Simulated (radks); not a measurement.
Problem. Mo IV, configuration [Kr] 4d3 (the NIST ground configuration). All-electron calculation, Dirac Kohn-Sham, PBE, spin-unpolarised, spherical densities, point nucleus; open shells fill j = l - 1/2 first. Program: a radial shooting solver on a logarithmic mesh with Libxc functionals. Some entries of the table are withheld. Estimate them.

orbital,occ.,eigenvalue (Ry),r(max) (bohr),<r^2> (bohr^2)
1s1/2,2,-1458.636,0.02287,0.001669
2s1/2,2,-208.0400,0.1297,(1)
2p1/2,2,-191.5718,(2),0.02099
2p3/2,4,-183.7399,(3),0.02235
3s1/2,2,-37.40205,0.3838,0.2106
3p1/2,2,-31.13703,0.3710,0.2087
3p3/2,4,-29.84708,0.3803,0.2190
3d3/2,4,(4),0.3210,0.2053
3d5/2,6,(5),0.3237,0.2087
4s1/2,2,-7.06775,0.9868,1.362
4p1/2,2,-5.26762,1.049,(6)
4p3/2,4,-5.07793,1.073,(7)
4d3/2,3,-2.42586,1.304,3.019
4d5/2,0,-2.40481,1.314,3.064
5s1/2,0,-1.95985,2.476,8.180
5p1/2,0,-1.53719,2.832,10.71
5p3/2,0,-1.50792,2.887,11.08

Solution. 
(1) 2s1/2 <r^2> (bohr^2): 0.02779
(2) 2p1/2 r(max) (bohr): 0.1009
(3) 2p3/2 r(max) (bohr): 0.1048
(4) 3d3/2 eigenvalue (Ry): -18.77727
(5) 3d5/2 eigenvalue (Ry): -18.53298
(6) 4p1/2 <r^2> (bohr^2): 1.625
(7) 4p3/2 <r^2> (bohr^2): 1.702
